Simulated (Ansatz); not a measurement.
Basis-set extrapolation for C2H5FSSi (`F[Si]1(S)CC1`) (PBE0-D4/def2-TZVP geometry, frozen core, the Gaussian-basis code of Ansatz). Multiplicity 1, RHF reference.

|  | def2-TZVPP | def2-QZVPP |
| --- | --- | --- |
| HF | -864.703993 | -864.732658 |
| MP2 correlation | -0.880473 | -0.951195 |
| CCSD(T) correlation | -0.959901 | not run |

Energies in hartree. Use E(X) = E(∞) + A·exp(−7.88·√X) for Hartree–Fock and E(X) = E(∞) + B·X^(−2.97) for correlation, with X = 3 and 4, and add CCSD(T) minus MP2 of the smaller set to the MP2 limit.

Problem. What is the CCSD(T) energy at the basis-set limit?

Solution. HF limit: -864.732658 + (-0.028665) × 0.13774 = -864.73661. MP2 limit: -0.951195 + (-0.070722) × 0.74074 = -1.00358. Higher-order term: -0.959901 − (-0.880473) = -0.07943. Total: -865.81962 hartree, 408.9 kJ/mol below CCSD(T)/def2-TZVPP.
